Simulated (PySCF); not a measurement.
CH8Ge2, SMILES [GeH3][CH2][GeH3].

Geometry: TPSSh-D3(BJ)/def2-SVP.

Level of theory: PBE/def2-TZVP in PySCF.

Symmetry labels are those of the subgroup C2v that the program uses (full group C2v).

Computed valence orbital energies around the gap with their symmetry:
```json
[
 {"orbital": "HOMO−7", "symmetry": "A1", "energy (eV)": "-12.97"},
 {"orbital": "HOMO−6", "symmetry": "B2", "energy (eV)": "-10.37"},
 {"orbital": "HOMO−5", "symmetry": "A1", "energy (eV)": "-9.02"},
 {"orbital": "HOMO−4", "symmetry": "B1", "energy (eV)": "-8.28"},
 {"orbital": "HOMO−3", "symmetry": "A2", "energy (eV)": "-8.09"},
 {"orbital": "HOMO−2", "symmetry": "B2", "energy (eV)": "-8.00"},
 {"orbital": "HOMO−1", "symmetry": "A1", "energy (eV)": "-7.66"},
 {"orbital": "HOMO", "symmetry": "B1", "energy (eV)": "-7.29"},
 {"orbital": "LUMO", "symmetry": "A1", "energy (eV)": "-0.37"},
 {"orbital": "LUMO+1", "symmetry": "A1", "energy (eV)": "0.07"},
 {"orbital": "LUMO+2", "symmetry": "A1", "energy (eV)": "0.53"},
 {"orbital": "LUMO+3", "symmetry": "B1", "energy (eV)": "0.59"}
]
```
